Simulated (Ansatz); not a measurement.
Relaxation of BrH9N4Ti (15 atoms, charge 0, multiplicity 1), to a largest force component of 0.03 eV/Å in at most 50 steps.

These are results of RKS PBE/def2-SVP in Ansatz 0.2.0, not measurements.

```xyz
15
Properties=species:S:1:pos:R:3
Ti -0.066 0.060 0.047
N -0.015 0.123 2.071
H -0.807 -0.021 2.709
H 0.786 0.474 2.608
N 1.702 0.071 -0.581
H 2.305 -0.734 -0.361
H 2.190 0.744 -1.180
N -0.911 1.622 -0.588
H -1.573 1.665 -1.370
H -0.863 2.536 -0.123
N -1.038 -1.410 -0.634
H -2.011 -1.613 -0.372
H -0.630 -2.235 -1.088
Br 1.650 -3.076 1.198
H 0.870 -1.919 1.800
```

**Question.** Where does it end, and by what steps?

**Answer.** The forces met the threshold. After 23 steps the energy has fallen by 1.255 eV; H15 moved furthest, 1.46 Å. Parted: Br14–H15 (1.52 → 2.62 Å). Joined: Ti1–Br14 (3.76 → 2.58 Å), N2–H15 (2.24 → 1.03 Å).

| step | energy less start (eV) | largest force component (eV/Å) | accepted |
| --- | --- | --- | --- |
| 0 | 0.0000 | 1.082 | yes |
| 1 | -0.1891 | 0.525 | yes |
| 2 | -0.3085 | 0.822 | yes |
| 3 | -0.4302 | 0.927 | yes |
| 4 | -0.4347 | 1.597 | yes |
| 5 | -0.6368 | 0.937 | yes |
| 6 | -0.7134 | 0.669 | yes |
| 7 | -0.7905 | 0.312 | yes |
| 8 | -0.8383 | 0.297 | yes |
| 9 | -0.8731 | 0.332 | yes |
| 10 | -0.8922 | 0.510 | yes |
| 11 | -0.9108 | 0.354 | yes |
| 12 | -0.9393 | 0.269 | yes |
| 13 | -0.9764 | 0.650 | yes |
| 14 | -0.9888 | 0.914 | yes |
| 15 | -1.0563 | 0.765 | yes |
| 16 | -1.1204 | 0.575 | yes |
| 17 | -1.1705 | 0.573 | yes |
| 18 | -1.2118 | 0.644 | yes |
| 19 | -1.2313 | 0.387 | yes |
| 20 | -1.2532 | 0.112 | yes |
| 21 | -1.2548 | 0.033 | yes |
| 22 | -1.2548 | 0.062 | no |
| 23 | -1.2551 | 0.022 | yes |

```xyz
15
Properties=species:S:1:pos:R:3
Ti 0.247 -0.506 0.087
N 0.048 -0.139 2.302
H -0.939 -0.079 2.587
H 0.494 0.745 2.581
N 1.787 0.110 -0.837
H 2.660 -0.429 -0.789
H 1.769 0.681 -1.689
N -0.665 1.164 -0.178
H -1.683 1.289 -0.215
H -0.209 2.083 -0.229
N -1.105 -1.468 -0.834
H -1.585 -1.136 -1.677
H -1.124 -2.494 -0.793
Br 1.399 -2.613 1.017
H 0.497 -0.922 2.805
```

Whether the end is a true minimum wasn't checked by a vibrational analysis.

Run time: 67 s on 4 threads of Arm Neoverse V2 (shared host), peak memory 0.29 GiB.
